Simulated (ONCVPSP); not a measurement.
PBE ONCV dataset for Ni (Z = 28), scalar-relativistic all-electron reference.

nickel (Ni), optimised norm-conserving Vanderbilt (ONCV), made with ONCVPSP 4.0.1 (PBE, scalar-relativistic). Core [Ne], reference 3s2 3p6 3d8 4s1 (charge +1). Waves: 3s+4s: rc 1.10 bohr, ncon 3, nbas 7, qcut 12.6 1/bohr, 2 projectors; 3p: rc 0.75 bohr, ncon 4, nbas 8, qcut 14.7 1/bohr, 1 projector; 3d: rc 1.05 bohr, ncon 4, nbas 9, qcut 18.5 1/bohr, 1 projector. Local part: polynomial inside 0.50 bohr (lpopt 2, dvloc0 3 Ha). Core correction: none.

All-electron outer shells of the reference configuration (PBE, scalar-relativistic, ld1.x):

```tsv
shell	level (eV)	outermost node (bohr)	outermost maximum (bohr)
2p	-853.66	–	0.16
3s	-120.17	0.30	0.64
3p	-80.51	0.27	0.65
3d	-17.92	–	0.63
4s	-13.18	0.92	2.13
```

Calculated quality:

| Item | Value |
| --- | --- |
| Cutoffs needed | 107 Ha and 124 Ha (the cutoffs (Ha) at which the residual kinetic energy of the hardest occupied pseudo-wave falls to 1 and 0.1 mHa per electron) |
| Ghost test | no bound ghost flagged; GHOST(+) flagged for s at 545.5 eV |
| Largest excitation error | -5.4 meV (all-electron minus pseudo) for 3s2 3p6 3d7 4s0, out of 4 test configurations |

Generation and tests took about 2.3 s on one core of a shared server CPU.
